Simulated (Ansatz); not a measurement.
Stretching the La1–F2 bond in F3La (SMILES [F][La]([F])[F]) (multiplicity 1 held, fragments rigid). Energies count from the point at 2.161 Å.
Geometry at that point (charge 0, multiplicity 1):
```tsv
atom	x (Å)	y (Å)	z (Å)
La	0.0320	-0.0569	-0.1364
F	-1.8530	-1.0020	0.3371
F	-0.0674	2.0668	-0.5246
F	1.7176	-0.7043	1.0512
```

R- and RO- levels are restricted; in cc, def2 and unpolarised 6-31G sets they are followed outwards from rest. Unrestricted levels (U-) break spin symmetry where that is lower. Left out are points that failed, MP2 points that dive below the minimum, coupled-cluster points behind a jump of the amplitudes or a sharp parting from full CI or MRCI, small-basis points behind a change of solution, and semi-empirical points at long bonds. Curves can end on different states.

Correlated levels freeze the cores.

Run with Ansatz (Gaussian basis) for Hartree–Fock, density functionals and correlated methods. Values without a source in brackets are computed. In def2 rows elements past Kr take small-core potentials, without spin–orbit coupling.

Energies in kJ/mol.

```
R (Å)  U-HF/def2-SVP  R-MP2/def2-SVP  U-MP2/def2-SVP  R-SCS-MP2/def2-SVP  U-SCS-MP2/def2-SVP  R-CCSD(T)/def2-SVP
-----  -------------  --------------  --------------  ------------------  ------------------  ------------------
1.729            323             329             329                 331                 331                 331
1.945             57              60              60                  60                  60                  60
2.161              0               0               0                   0                   0                   0
2.377             33              31              31                  31                  31                  31
2.593            100              96              96                  96                  96                  96
2.918            213             209             209                 208                 208                 208
3.242            318             316             316                 315                 315                 313
3.782            457             458             458                 456                 456                 451
4.322            476             555             642                 553                 628                 540
4.971            477             637             650                 635                 635                 557
5.835            477        left out             650            left out                 636            left out
6.916            477        left out             651            left out                 636            left out
```

Doubts at one or more of the structures used: a spin-contaminated determinant (U-HF/def2-SVP, U-MP2/def2-SVP, U-SCS-MP2/def2-SVP); a restricted determinant that unrestricted orbitals would lower (R-MP2/def2-SVP, R-SCS-MP2/def2-SVP, R-CCSD(T)/def2-SVP); T1 above 0.05 (R-CCSD(T)/def2-SVP).

Ansatz is a program for electronic structure.
